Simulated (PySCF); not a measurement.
BrClGaH2 (charge -1), SMILES [Cl][GaH2-][Br], point group Cs.

Force field and properties: B3LYP/pcSseg-1 (PySCF, grid level 2). Vibrational terms come from second-order perturbation theory with semi-diagonal cubic constants, by steps of ±0.6 along the normal coordinates of each isotopologue. The parent has the commonest isotopes.

Equilibrium geometry (Å):

```tsv
atom	x	y	z
Cl1	-1.6439	1.4254	-0.0520
Ga2	-0.0620	-0.2297	0.0084
Br3	2.1364	0.8446	-0.1817
H4	-0.1334	-0.9041	1.4422
H5	-0.2626	-1.1248	-1.2857
```

Task: Give the equilibrium and ground-state rotational constants (MHz) of parent; ³⁷Cl at 1; ⁷¹Ga at 2; ²H at 4, ²H at 5; ⁸¹Br at 3; ²H at 4; ³⁷Cl at 1, ²H at 4.

Result: 
```json
{"species": "parent", "Ae": "5970.5", "Be": "1268.2", "Ce": "1062.6", "A0": "5950.7", "B0": "1266.8", "C0": "1059.8", "Δ0 (u Å²)": "-7.003", "harmonic ZPE (cm⁻¹)": "3419"}
{"species": "³⁷Cl at 1", "Ae": "5855.2", "Be": "1238.2", "Ce": "1038", "A0": "5835.8", "B0": "1236.9", "C0": "1035.2", "Δ0 (u Å²)": "-6.996", "harmonic ZPE (cm⁻¹)": "3416"}
{"species": "⁷¹Ga at 2", "Ae": "5892.3", "Be": "1265.5", "Ce": "1058.2", "A0": "5872.9", "B0": "1264.1", "C0": "1055.4", "Δ0 (u Å²)": "-6.998", "harmonic ZPE (cm⁻¹)": "3417"}
{"species": "²H at 4, ²H at 5", "Ae": "5427.1", "Be": "1252.2", "Ce": "1049.4", "A0": "5412.4", "B0": "1250.1", "C0": "1046.3", "Δ0 (u Å²)": "-14.613", "harmonic ZPE (cm⁻¹)": "2534"}
{"species": "⁸¹Br at 3", "Ae": "5959.3", "Be": "1252.9", "Ce": "1051.5", "A0": "5939.5", "B0": "1251.5", "C0": "1048.7", "Δ0 (u Å²)": "-7.002", "harmonic ZPE (cm⁻¹)": "3418"}
{"species": "²H at 4", "Ae": "5685.5", "Be": "1260.3", "Ce": "1055.8", "A0": "5668.5", "B0": "1258.6", "C0": "1052.8", "Δ0 (u Å²)": "-10.667", "harmonic ZPE (cm⁻¹)": "2978"}
{"species": "³⁷Cl at 1, ²H at 4", "Ae": "5577", "Be": "1231", "Ce": "1031.4", "A0": "5560.4", "B0": "1229.3", "C0": "1028.6", "Δ0 (u Å²)": "-10.661", "harmonic ZPE (cm⁻¹)": "2974"}
```

Δ0 = Ic − Ia − Ib from the ground-state constants.

Task: How is the parent's vibrational correction B0 − Be made up?

Result: 
```csv
axis,harmonic,Coriolis,cubic,total (MHz)
a,21.3,-1.66,-39.4,-19.8
b,1.78,-0.055,-3.13,-1.41
c,0.606,-0.104,-3.37,-2.87
```

Task: And its quartic centrifugal distortion constants from the harmonic force field?

Result: Asymmetric top, A reduction, Ir representation: ΔJ = 0.39 kHz, ΔJK = -3.71 kHz, ΔK = 38.9 kHz, δJ = 0.103 kHz, δK = 1.38 kHz.

A mode lies under 250 cm⁻¹, where this perturbation treatment is rough.
